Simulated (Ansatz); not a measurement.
A run on CH₂FNSn, SMILES `N#[C][SnH2][F]` with other settings.

```yaml
crystal:
  periodic: [false, false, false]
  atoms:
    - {symbol: N, position_ang: [2.033336, -1.331063, 1.086873]}
    - {symbol: C, position_ang: [1.134415, -0.665450, 0.596172]}
    - {symbol: Sn, position_ang: [-0.406430, 0.396550, -0.261985]}
    - {symbol: F, position_ang: [-1.682587, -0.965503, -0.789463]}
    - {symbol: H, position_ang: [0.096231, 1.095056, -1.716983]}
    - {symbol: H, position_ang: [-1.107898, 1.337151, 0.979532]}
basis:
  gaussian: {orbitals: def2-mTZVPP, fitting: {mean_field: def2-universal-jkfit}}
magnetization: {spin_polarized: true, initial_magnetization: 2}
hamiltonian: {xc: {name: B97}}
accuracy: high
output: {forces: true}
```

```sh
$ ansatz run in.yaml --threads 2 --pin off --events-out ev --progress --plain --max-ram 22528MiB --backend cpu
```

It prints (some lines left out):

```
Functional definition: B97
483 factors; integrals over basis functions are off by at most 1.6e0 eV
mean field evaluation 1: about -11086.7049 eV, gradient 5.2e1 eV
mean field evaluation 2: about -10832.0889 eV, gradient 1.5e2 eV
mean field evaluation 4: about -11094.6245 eV, gradient 3.8e1 eV
mean field evaluation 8: about -11102.9727 eV, gradient 5.3e-1 eV
mean field evaluation 16: about -11102.9762 eV, gradient 1.0e-2 eV
mean field evaluation 32: about -11102.9763 eV, gradient 8.1e-5 eV
mean field -11102.97633588 eV, -408.0268544761 hartree, gradient 4.1e-8 eV, S^2 2.005696; 4 other end points of the search recorded, 0 dependent functions left out
reference -11102.97633960 eV, -408.0268546125 hartree; 24, 22 occupied and 89, 91 virtual orbitals, 483 factors
Total energy: -11102.97633960 eV, -408.0268546125 hartree
Atom 0 at     2.033336    -1.331063     1.086873 Å, force     4.262216    -3.280660     2.368663 eV/Å
Atom 1 at     1.134415    -0.665450     0.596172 Å, force    -3.570747     2.996205    -2.073537 eV/Å
Atom 2 at    -0.406430     0.396550    -0.261985 Å, force    -0.221702     0.763486     0.107133 eV/Å
Atom 3 at    -1.682587    -0.965503    -0.789463 Å, force    -0.524636    -0.378821    -0.189793 eV/Å
Atom 4 at     0.096231     1.095056    -1.716983 Å, force     0.033798     0.016868    -0.030436 eV/Å
Atom 5 at    -1.107898     1.337151     0.979532 Å, force     0.021072    -0.117079    -0.182031 eV/Å
Dipole moment:     0.049097     0.643137    -0.033989 e Å
```

It took 35 s on 2 threads of an AMD EPYC 7R13 on a shared host, with 0.72 GiB of host memory at the peak.
